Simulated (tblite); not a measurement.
Compound: C4H14O2SSi2.
Numbering: `[CH3:1][CH:2]([CH3:3])[O:4][CH2:5][Si@H:6]([OH:7])[SiH2:8][SH:9]` (hydrogens: H10, H11, H12 on C1; H13 on C2; H14, H15, H16 on C3; H17, H18 on C5; H19 on Si6; H20 on O7; H21, H22 on Si8; H23 on S9)

Computed with GFN2-xTB (tblite), gas phase: L-BFGS steps from a force-field or distance-geometry start until the largest atomic force falls under 0.01 eV/Å.

At the end of the run (lengths in Å): Si6–O7 1.627, Si8–H22 1.460, S9–H23 1.324, Si8–H21 1.468, Si6–H19 1.472, C1–C2 1.530, O7–H20 0.956, O4–C5–Si6 102.2°, O7–Si6–Si8 103.0°, C5–Si6–Si8 113.1°, Si6–Si8–S9 109.3°, C1–C2–O4–C5 -79°, C2–O4–C5–Si6 -172°, O4–C5–Si6–O7 -49°, H20–O7–Si6–C5 39°, H21–Si8–S9–H23 80°.

**Question.** These geometries were met on the way; a selection of coordinates is given. Order them by energy above the end point, lowest first.
A. Si6–O7 1.626, Si8–H22 1.459, S9–H23 1.325, Si8–H21 1.462, Si6–H19 1.460, C1–C2 1.531, O7–H20 0.957, O4–C5–Si6 112.0°, O7–Si6–Si8 109.3°, C5–Si6–Si8 104.6°, Si6–Si8–S9 112.6°, C1–C2–O4–C5 -73°, C2–O4–C5–Si6 -173°, O4–C5–Si6–O7 -53°, H20–O7–Si6–C5 51°, H21–Si8–S9–H23 76°
B. Si6–O7 1.626, Si8–H22 1.463, S9–H23 1.323, Si8–H21 1.471, Si6–H19 1.466, C1–C2 1.530, O7–H20 0.955, O4–C5–Si6 108.8°, O7–Si6–Si8 105.5°, C5–Si6–Si8 104.4°, Si6–Si8–S9 113.6°, C1–C2–O4–C5 -73°, C2–O4–C5–Si6 -173°, O4–C5–Si6–O7 -54°, H20–O7–Si6–C5 50°, H21–Si8–S9–H23 77°
C. Si6–O7 1.628, Si8–H22 1.460, S9–H23 1.324, Si8–H21 1.470, Si6–H19 1.465, C1–C2 1.529, O7–H20 0.956, O4–C5–Si6 106.0°, O7–Si6–Si8 103.0°, C5–Si6–Si8 106.3°, Si6–Si8–S9 114.4°, C1–C2–O4–C5 -73°, C2–O4–C5–Si6 -174°, O4–C5–Si6–O7 -57°, H20–O7–Si6–C5 46°, H21–Si8–S9–H23 72°
D. Si6–O7 1.676, Si8–H22 1.489, S9–H23 1.352, Si8–H21 1.492, Si6–H19 1.495, C1–C2 1.509, O7–H20 0.976, O4–C5–Si6 114.2°, O7–Si6–Si8 111.4°, C5–Si6–Si8 107.2°, Si6–Si8–S9 111.5°, C1–C2–O4–C5 -77°, C2–O4–C5–Si6 -173°, O4–C5–Si6–O7 -48°, H20–O7–Si6–C5 48°, H21–Si8–S9–H23 70°
E. Si6–O7 1.625, Si8–H22 1.476, S9–H23 1.327, Si8–H21 1.470, Si6–H19 1.471, C1–C2 1.537, O7–H20 0.957, O4–C5–Si6 113.8°, O7–Si6–Si8 112.3°, C5–Si6–Si8 105.5°, Si6–Si8–S9 110.4°, C1–C2–O4–C5 -75°, C2–O4–C5–Si6 -173°, O4–C5–Si6–O7 -49°, H20–O7–Si6–C5 49°, H21–Si8–S9–H23 71°

**Answer.** C (0.035 eV), B (0.060 eV), A (0.101 eV), E (0.172 eV), D (0.300 eV).

| step | E above end (eV) | rms distance from the end, all atoms (Å) | largest force (eV/Å) | rms shift of all bonds from the end (Å) |
| --- | --- | --- | --- | --- |
| 39 | 0.035 | 0.236 | 0.121 | 0.002 |
| 20 | 0.060 | 0.332 | 0.106 | 0.003 |
| 6 | 0.101 | 0.367 | 0.243 | 0.005 |
| 2 | 0.172 | 0.375 | 0.400 | 0.007 |
| 0 | 0.300 | 0.378 | 1.399 | 0.019 |

Rows stand in the order of the answer.
